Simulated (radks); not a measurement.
The numbers below are computed, except where a source is named.
Problem. Radial electron density D(r) = 4 pi r^2 rho(r) of an atom or ion with 15 electrons. Code: a radial shooting solver on a logarithmic mesh with Libxc functionals. Model: non-relativistic Kohn-Sham, LB94 model potential, spin-polarised, spherical densities, point nucleus.

| r (bohr) | D(r) (e/bohr) | spin D(r) |
|---|---|---|
| 0.009067 | 2.874 | -0.000139 |
| 0.01022 | 3.505 | -0.000142 |
| 0.01153 | 4.251 | -0.000126 |
| 0.01289 | 5.064 | -0.0000844 |
| 0.01454 | 6.070 | 0.0000100 |
| 0.01639 | 7.220 | 0.000188 |
| 0.01848 | 8.517 | 0.000499 |
| 0.02067 | 9.853 | 0.000977 |
| 0.0233 | 11.40 | 0.00179 |
| 0.02628 | 13.04 | 0.00309 |
| 0.02963 | 14.71 | 0.00509 |
| 0.03314 | 16.25 | 0.00790 |
| 0.03736 | 17.79 | 0.0123 |
| 0.04212 | 19.14 | 0.0189 |
| 0.0475 | 20.17 | 0.0284 |
| 0.05312 | 20.77 | 0.0409 |
| 0.0599 | 20.96 | 0.0594 |
| 0.06753 | 20.65 | 0.0847 |
| 0.07554 | 19.92 | 0.116 |
| 0.08517 | 18.78 | 0.159 |
| 0.09603 | 17.42 | 0.214 |
| 0.1083 | 16.10 | 0.280 |
| 0.1211 | 15.12 | 0.351 |
| 0.1365 | 14.58 | 0.435 |
| 0.154 | 14.72 | 0.520 |
| 0.1736 | 15.57 | 0.598 |
| 0.1942 | 16.87 | 0.652 |
| 0.2189 | 18.51 | 0.677 |
| 0.2468 | 20.00 | 0.657 |
| 0.2761 | 20.84 | 0.588 |
| 0.3113 | 20.81 | 0.463 |
| 0.3509 | 19.62 | 0.301 |
| 0.3957 | 17.35 | 0.135 |
| 0.4426 | 14.54 | 0.0185 |
| 0.499 | 11.26 | -0.0125 |
| 0.5626 | 8.258 | 0.100 |
| 0.6344 | 5.975 | 0.379 |
| 0.7096 | 4.687 | 0.775 |
| 0.8 | 4.142 | 1.29 |
| 0.902 | 4.176 | 1.81 |
| 1.017 | 4.402 | 2.23 |
| 1.138 | 4.486 | 2.45 |
| 1.283 | 4.253 | 2.45 |
| 1.446 | 3.666 | 2.21 |
| 1.617 | 2.901 | 1.82 |
| 1.824 | 2.022 | 1.32 |
| 2.056 | 1.246 | 0.852 |
| 2.318 | 0.6710 | 0.479 |
| 2.593 | 0.3296 | 0.245 |
| 2.924 | 0.1314 | 0.102 |
| 3.297 | 0.04372 | 0.0353 |
| 3.717 | 0.01190 | 0.00998 |
| 4.157 | 0.002889 | 0.00250 |
| 4.687 | 0.0004989 | 0.000447 |

What is the nuclear charge?

Solution. Z = 18. The innermost maximum, from 1s, lies near 1/Z = 0.0556 bohr (found: 0.0589), and its height grows with Z. The density is that of the argon ion Ar3+ in [Ne] 3s2 3p3; the configuration itself is not fixed sharply by these data, and Z only to about a unit. D(r) has 3 maxima, at r = 0.0589, 0.292, 1.12 bohr, and minima at 0.142, 0.839 bohr, inside which lie 2.19, 10.48 electrons.
